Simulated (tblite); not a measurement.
A geometry optimisation, step by step.

Species: C₆H₂ClO₂ (doublet state).
SMILES with atom numbers: `[C:1]#[C:2][C@H:3]1[CH:4]=[C:5]([Cl:6])[O:7][C:8]1=[O:9]` (hydrogens: H10 on C3; H11 on C4)
Bond orders are those of one Lewis drawing.

Computed with GFN2-xTB (tblite), gas phase: L-BFGS steps from a force-field or distance-geometry start until the largest atomic force falls under 0.01 eV/Å. 8 of its 53 geometries are shown.

Step 0: E = -714.2636 eV, largest atomic force 9.693 eV/Å
```
atom  x, y, z in Å  |  force x, y, z in eV/Å
C1     -2.811    1.415    1.034    7.275  -3.873  -5.102
C2     -1.661    0.801    0.224   -6.419   3.434   4.406
C3     -0.522    0.254   -0.522   -1.172   0.862   0.466
C4      0.766    0.731   -0.003    0.917   0.072   0.421
C5      1.466   -0.336    0.397    0.605   0.420   0.150
Cl6     3.033   -0.225    1.047   -0.061  -0.463   0.015
O7      0.849   -1.559    0.217   -0.513   1.423  -0.154
C8     -0.371   -1.225   -0.302   -2.468  -3.772  -0.824
O9     -1.224   -2.069   -0.581    2.235   1.927   0.743
H10    -0.609    0.463   -1.593   -0.341  -0.030  -0.144
H11     1.089    1.751    0.056   -0.059   0.001   0.024
```

Step 7: E = -716.9279 eV, largest atomic force 0.707 eV/Å
```
atom  x, y, z in Å  |  force x, y, z in eV/Å
C1     -2.598    1.299    0.885   -0.485   0.227   0.336
C2     -1.710    0.834    0.247    0.525  -0.278  -0.383
C3     -0.559    0.276   -0.478    0.175  -0.059  -0.081
C4      0.756    0.756    0.016    0.022   0.237  -0.008
C5      1.471   -0.300    0.397    0.055   0.005   0.082
Cl6     3.036   -0.285    1.049   -0.080  -0.275  -0.041
O7      0.825   -1.493    0.216    0.043  -0.022   0.137
C8     -0.424   -1.236   -0.295   -0.140  -0.371  -0.106
O9     -1.198   -2.099   -0.574    0.241   0.266   0.143
H10    -0.677    0.481   -1.545   -0.259   0.112  -0.083
H11     1.085    1.771    0.058   -0.096   0.160   0.003
```

Step 15: E = -716.9656 eV, largest atomic force 0.106 eV/Å
```
atom  x, y, z in Å  |  force x, y, z in eV/Å
C1     -2.591    1.282    0.877   -0.060   0.000   0.046
C2     -1.690    0.817    0.247    0.094  -0.049  -0.004
C3     -0.544    0.277   -0.505    0.022  -0.003   0.006
C4      0.767    0.776   -0.003    0.009   0.012  -0.002
C5      1.471   -0.281    0.414    0.005   0.013  -0.026
Cl6     3.035   -0.369    1.053   -0.043   0.003   0.020
O7      0.824   -1.475    0.249    0.003   0.000   0.022
C8     -0.407   -1.235   -0.299   -0.090  -0.051  -0.005
O9     -1.179   -2.100   -0.555    0.027   0.048  -0.014
H10    -0.734    0.506   -1.559    0.021   0.004   0.000
H11     1.054    1.805    0.055    0.011   0.024  -0.043
```

Step 22: E = -716.9686 eV, largest atomic force 0.112 eV/Å
```
atom  x, y, z in Å  |  force x, y, z in eV/Å
C1     -2.592    1.259    0.883   -0.065   0.015   0.068
C2     -1.673    0.808    0.272    0.073  -0.032  -0.078
C3     -0.539    0.280   -0.509    0.013   0.000  -0.011
C4      0.773    0.782   -0.015   -0.003  -0.029  -0.002
C5      1.468   -0.277    0.412    0.002   0.011   0.046
Cl6     3.021   -0.377    1.072    0.004   0.019   0.013
O7      0.814   -1.471    0.262    0.016   0.016  -0.007
C8     -0.410   -1.232   -0.301   -0.066  -0.009  -0.017
O9     -1.184   -2.094   -0.565    0.048   0.046   0.006
H10    -0.732    0.511   -1.561   -0.049   0.019   0.002
H11     1.058    1.813    0.025    0.027  -0.055  -0.021
```

Step 30: E = -716.9727 eV, largest atomic force 0.050 eV/Å
```
atom  x, y, z in Å  |  force x, y, z in eV/Å
C1     -2.586    1.206    0.915    0.025  -0.006   0.019
C2     -1.654    0.803    0.287   -0.003   0.009  -0.011
C3     -0.534    0.289   -0.525   -0.003  -0.011   0.004
C4      0.784    0.780   -0.039   -0.011   0.004  -0.020
C5      1.461   -0.277    0.426   -0.023   0.014   0.006
Cl6     3.002   -0.367    1.116   -0.020  -0.005  -0.008
O7      0.795   -1.465    0.287   -0.016   0.015   0.008
C8     -0.415   -1.222   -0.308    0.035   0.010  -0.034
O9     -1.184   -2.083   -0.586   -0.005   0.000   0.008
H10    -0.761    0.535   -1.567    0.022  -0.023   0.019
H11     1.096    1.804   -0.033   -0.002  -0.007   0.009
```

Step 37: E = -716.9736 eV, largest atomic force 0.055 eV/Å
```
atom  x, y, z in Å  |  force x, y, z in eV/Å
C1     -2.567    1.190    0.942    0.050  -0.013  -0.019
C2     -1.650    0.805    0.282   -0.037   0.020   0.023
C3     -0.533    0.290   -0.534   -0.010   0.000  -0.009
C4      0.784    0.782   -0.049   -0.007   0.001   0.019
C5      1.452   -0.271    0.433    0.009  -0.020  -0.013
Cl6     2.988   -0.366    1.127    0.034   0.009   0.024
O7      0.787   -1.459    0.298   -0.024  -0.010   0.001
C8     -0.416   -1.220   -0.313    0.042   0.023   0.001
O9     -1.182   -2.082   -0.593   -0.032  -0.021  -0.008
H10    -0.759    0.531   -1.576   -0.005   0.001  -0.010
H11     1.103    1.804   -0.043   -0.021   0.010  -0.009
```

Step 45: E = -716.9741 eV, largest atomic force 0.015 eV/Å
```
atom  x, y, z in Å  |  force x, y, z in eV/Å
C1     -2.553    1.185    0.957    0.012   0.002  -0.007
C2     -1.649    0.806    0.277   -0.008   0.003   0.012
C3     -0.532    0.289   -0.539   -0.005   0.000  -0.003
C4      0.783    0.781   -0.051   -0.001   0.003  -0.003
C5      1.450   -0.272    0.434   -0.007  -0.002   0.002
Cl6     2.984   -0.362    1.136    0.001   0.002   0.007
O7      0.783   -1.459    0.302   -0.003  -0.004  -0.010
C8     -0.417   -1.220   -0.315    0.013   0.004   0.002
O9     -1.183   -2.081   -0.598   -0.004  -0.013   0.001
H10    -0.758    0.530   -1.581   -0.003   0.002  -0.002
H11     1.097    1.804   -0.049    0.004   0.004   0.001
```

Step 52: E = -716.9742 eV, largest atomic force 0.009 eV/Å
```
atom  x, y, z in Å  |  force x, y, z in eV/Å
C1     -2.546    1.189    0.962    0.001   0.003   0.000
C2     -1.646    0.805    0.279    0.000  -0.003   0.000
C3     -0.533    0.288   -0.542   -0.001   0.000   0.001
C4      0.783    0.781   -0.053   -0.001   0.000  -0.002
C5      1.449   -0.271    0.434    0.000   0.000  -0.001
Cl6     2.979   -0.360    1.144   -0.001   0.000   0.001
O7      0.784   -1.459    0.299    0.001  -0.002   0.002
C8     -0.416   -1.221   -0.318    0.003   0.003   0.005
O9     -1.183   -2.084   -0.598    0.001   0.006  -0.007
H10    -0.761    0.532   -1.583   -0.004  -0.005   0.000
H11     1.095    1.804   -0.050    0.000   0.000   0.001
```

Q: Summarise the path.

A: The energy falls by 2.7106 eV from step 0 to step 52; nine tenths of that is first reached at step 4. It rises by more than 0.2 meV at step 2. The largest force goes from 9.693 to 0.009 eV/Å. Among the bonds C1≡C2 changes most, from 1.535 to 1.193 Å; the atoms move by 0.148 Å rms after alignment.

Q: Follow the three bonds and two angles with the largest change from start to end.

A: 
| step | E above end (eV) | largest force (eV/Å) | C1≡C2 (Å) | C8=O9 (Å) | C3–C8 (Å) | C4–C5–Cl6 (°) | Cl6–C5–O7 (°) |
| --- | --- | --- | --- | --- | --- | --- | --- |
| 0 | 2.7106 | 9.693 | 1.535 | 1.232 | 1.503 | 123.0 | 121.3 |
| 2 | 7.9586 | 73.988 | 0.921 | 1.184 | 1.566 | 124.1 | 122.0 |
| 5 | 0.0932 | 1.132 | 1.193 | 1.174 | 1.539 | 125.8 | 120.3 |
| 7 | 0.0462 | 0.707 | 1.188 | 1.191 | 1.529 | 126.8 | 119.6 |
| 9 | 0.0268 | 0.360 | 1.195 | 1.190 | 1.528 | 127.8 | 118.3 |
| 11 | 0.0158 | 0.331 | 1.196 | 1.185 | 1.534 | 128.8 | 116.8 |
| 14 | 0.0092 | 0.191 | 1.192 | 1.188 | 1.533 | 130.0 | 116.0 |
| 16 | 0.0082 | 0.065 | 1.194 | 1.188 | 1.531 | 130.4 | 115.9 |
| 18 | 0.0073 | 0.140 | 1.195 | 1.186 | 1.531 | 130.5 | 115.7 |
| 20 | 0.0063 | 0.088 | 1.194 | 1.187 | 1.532 | 130.5 | 115.5 |
| 23 | 0.0049 | 0.153 | 1.192 | 1.189 | 1.531 | 130.4 | 115.6 |
| 25 | 0.0034 | 0.114 | 1.193 | 1.188 | 1.529 | 130.4 | 115.7 |
| 27 | 0.0026 | 0.087 | 1.194 | 1.186 | 1.529 | 130.3 | 115.8 |
| 29 | 0.0018 | 0.095 | 1.194 | 1.187 | 1.531 | 130.2 | 115.9 |
| 32 | 0.0012 | 0.038 | 1.193 | 1.188 | 1.531 | 130.1 | 116.0 |
| 34 | 0.0010 | 0.036 | 1.193 | 1.187 | 1.530 | 130.2 | 115.9 |
| 36 | 0.0007 | 0.058 | 1.194 | 1.187 | 1.530 | 130.3 | 115.7 |
| 38 | 0.0004 | 0.035 | 1.194 | 1.187 | 1.531 | 130.2 | 115.7 |
| 41 | 0.0002 | 0.023 | 1.193 | 1.187 | 1.530 | 130.2 | 115.9 |
| 43 | 0.0001 | 0.015 | 1.193 | 1.187 | 1.530 | 130.2 | 115.9 |
| 45 | 0.0001 | 0.015 | 1.194 | 1.187 | 1.530 | 130.2 | 115.9 |
| 47 | 0.0001 | 0.012 | 1.193 | 1.187 | 1.530 | 130.2 | 115.9 |
| 50 | 0.0000 | 0.023 | 1.193 | 1.187 | 1.530 | 130.2 | 115.9 |
| 52 | 0.0000 | 0.009 | 1.193 | 1.187 | 1.530 | 130.2 | 115.9 |

What follows is the cost of the whole relaxation. On Arm Neoverse N1, one thread, shared host with 32 logical CPUs at a one-minute load of 14, this took 0.52 s wall.
